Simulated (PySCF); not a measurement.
**NaCd⁻: energy against distance**

Set-up: Na def2-SVPD, Cd def2-SVPD with ECP28; scalar-relativistic core potentials (PySCF 2.14). Energies in eV from Na⁻ + Cd in their ground configurations at the same level. State: ¹Σ⁺ (singlet), closed shell.

| R (Å) | B3LYP |
| --- | --- |
| 3.295 | -0.2040 |
| 3.448 | -0.2275 |
| 3.601 | -0.2394 |
| 3.716 | -0.2430 |
| 3.831 | -0.2434 |
| 3.946 | -0.2413 |
| 4.099 | -0.2357 |
| 4.291 | -0.2258 |
| 4.521 | -0.2116 |
| 4.827 | -0.1917 |

**Question.** Put a parabola through the three lowest points of the B3LYP curve and estimate Re, k and ωe (reduced mass 19.13 u; 1 eV/Å² = 0.16022 mdyn/Å; ωe = 1302.8·√(k/μ) cm⁻¹).

**Answer.** Through R = 3.716, 3.831, 3.946 Å the second-order coefficient is 0.0945 eV/Å², so Re ≈ 3.792 Å, k ≈ 0.0303 mdyn/Å and ωe ≈ 52 cm⁻¹. A polynomial fit of higher order to the unrounded B3LYP energies gives Re = 3.786 Å, k = 0.0332 mdyn/Å, ωe = 54.3 cm⁻¹; anharmonicity and rounding make the difference.

The higher-order fit for each curve: B3LYP: Re = 3.786 Å, ωe = 54.3 cm⁻¹, De = 0.244 eV.

Closed-shell solutions of metal pairs were not tested for spin polarisation, which can lower them a little. The bond is weak. Basis-set superposition, not corrected here, can be much of De in a small basis, most of all at correlated wavefunction levels. For an ion De counts to the pair picked by the measured ionisation energies or electron affinities, which need not be the lowest pair at this level. The highest Kohn–Sham level is positive in this anion. Much of that is self-interaction error, but it also means that the finite basis helps to hold the extra electron.
